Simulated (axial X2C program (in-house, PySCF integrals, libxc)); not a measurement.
**Low determinants of CoSi at the PBE0 level, 2c**

Computed with an axial X2C code built on PySCF integrals. Two-component (2c) means X2C with spin–orbit coupling and atomic mean-field two-electron Coulomb and Gaunt terms. Basis: Co dyall-cv3z [9s10p6d3f2g], Si dyall-v3z [8s7p2d1f] (cores contracted in-house); Gaussian nuclei, density fitting, unrestricted open shells. Masses: Co 58.933 u, Si 27.977 u.

Search at 2.270 Å (vertical energies from the lowest determinant):

| ΔE (eV) | state | electrons beyond evenly filled partner blocks | electrons in ±ω = 1/2, 3/2, 5/2, 7/2 |
| --- | --- | --- | --- |
| 0.00 | Ω = 7/2 | 2 × ω = 1/2, ω = 5/2 | 30 10 1 0 |
| 0.05 | Ω = 5/2 | ω = 5/2 | 30 10 1 0 |
| 0.08 | Ω = 9/2 | ω = 1/2, ω = 3/2, ω = 5/2 | 29 11 1 0 |
| 0.11 | Ω = 3/2 | ω = 1/2, ω = -3/2, ω = 5/2 | 29 11 1 0 |
| 0.15 | Ω = 5/2 | ω = -1/2, 2 × ω = 3/2 | 29 10 2 0 |
| 0.17 | Ω = 3/2 | ω = 3/2 | 30 9 2 0 |
| 0.19 | Ω = 1/2 | 2 × ω = -1/2, ω = 3/2 | 30 9 2 0 |

Lowest determinant, Ω = 7/2 (⟨Sz⟩ = 0.50, ⟨Lz⟩ = 3.00 at PBE0): Re = 2.255 Å, ωe = 346.4 cm⁻¹.

The determinant in row 2 of the search, Ω = 5/2 (⟨Sz⟩ = 1.50, ⟨Lz⟩ = 1.00 at PBE0), was followed along the bond at PBE0; measured from the minimum of the lowest determinant it gives:

Te = 0.035 eV (283 cm⁻¹), Re = 2.206 Å, ωe = 362.0 cm⁻¹.

Question: Compare the bond of the determinant in row 2 with that of the lowest one.

Answer: At PBE0 its Re is 0.049 Å shorter and its force constant, which goes as ωe², is 1.09 times that of the lowest determinant. T0 ≈ Te + Δωe/2 = 283 + (8) = 291 cm⁻¹.

The search compares states at one distance, so a state with another bond length can lie lower; it is not exhaustive and yields mostly the lowest determinant of each block pattern, so other components and higher states of one pattern are missing. These are energies of single determinants, not of spin-adapted states; PBE0 term energies can be off by some tenths of an eV, and the functional has no current term. The lowest determinant need not be the ground state where others lie within half an eV.
